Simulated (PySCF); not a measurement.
**Assignment exercise: C6H18N2Si**

Geometry:
```tsv
atom	x (Å)	y (Å)	z (Å)
C1	1.780	-0.770	-1.211
N2	1.291	0.298	-0.367
Si3	2.271	1.632	0.115
N4	0.263	0.008	0.545
C5	0.595	-1.040	1.483
C6	-1.111	0.018	0.018
C7	-1.182	0.974	-1.175
C8	-1.649	-1.361	-0.401
C9	-2.011	0.577	1.132
H10	2.484	-0.341	-1.919
H11	2.299	-1.554	-0.646
H12	0.963	-1.231	-1.769
H13	3.263	1.353	1.169
H14	1.336	2.641	0.598
H15	2.997	2.034	-1.091
H16	0.633	-2.047	1.041
H17	1.576	-0.812	1.901
H18	-0.128	-1.043	2.295
H19	-2.216	1.088	-1.491
H20	-0.602	0.603	-2.015
H21	-0.789	1.947	-0.894
H22	-1.678	-2.043	0.445
H23	-2.663	-1.252	-0.780
H24	-1.042	-1.807	-1.185
H25	-1.603	1.517	1.494
H26	-2.082	-0.114	1.968
H27	-3.015	0.750	0.752
```

All values are calculated (PySCF 2.14): GFN2-xTB structure, PBE0/pcSseg-1 with gauge-including orbitals. No relativistic terms, isolated molecule, averaged over atoms made equivalent by symmetry, fast rotation or ring inversion, a single conformation.

References, each an isolated molecule treated in the same way: TMS for $^{13}$C and $^{1}$H.

Q: Assign these signals to the numbered atoms. $^{13}$C{$^{1}$H} NMR (computed): δ 58.4, 33.4, 32.8, 30.7.

A: 
58.4 → C6, fully substituted sp3 carbon bonded to N: deshielded by the electronegative neighbour
33.4 → C5, methyl carbon bonded to N: the inductive effect lowers its shielding
32.8 → C1, methyl carbon bonded to N
30.7 → C7/C8/C9, methyl carbon: a saturated carbon with 1 carbon neighbour and no heteroatom attached

C5 and C1 lie closer than the usual error of such a calculation, so a measured spectrum could show them in the other order.

Q: Assign these signals to the numbered atoms. $^{1}$H NMR (500 MHz, computed): δ 4.71 (s, 3H), 2.74 (s, 3H), 2.67 (s, 3H), 1.20 (s, 9H).

A: 
4.71 → H13/H14/H15, hydrogen on a silicon bonded to N
2.74 → H16/H17/H18, hydrogen on a methyl carbon bonded to N: its carbon carries N, which withdraws density
2.67 → H10/H11/H12, hydrogen on a methyl carbon bonded to N
1.20 → H19/H20/H21/H22/H23/H24/H25/H26/H27, hydrogen on a methyl carbon

H16/H17/H18 and H10/H11/H12 lie closer than the usual error of such a calculation, so a measured spectrum could show them in the other order.

Shifts are as computed. Against solution values, carbons near 30 ppm lie about +3 ppm off and those near 130 ppm about +5 ppm. Of 1211 compounds with measured shifts, 218 miss one by over three times the rms of a fit or turn the order of signals round; such compounds aren't used in these exercises. No couplings were computed; multiplicities are counted from neighbouring protons, with m where these are inequivalent, close in shift, in a saturated or five-membered ring or joined by F or P, and br s for small geminal =CH2 splittings.
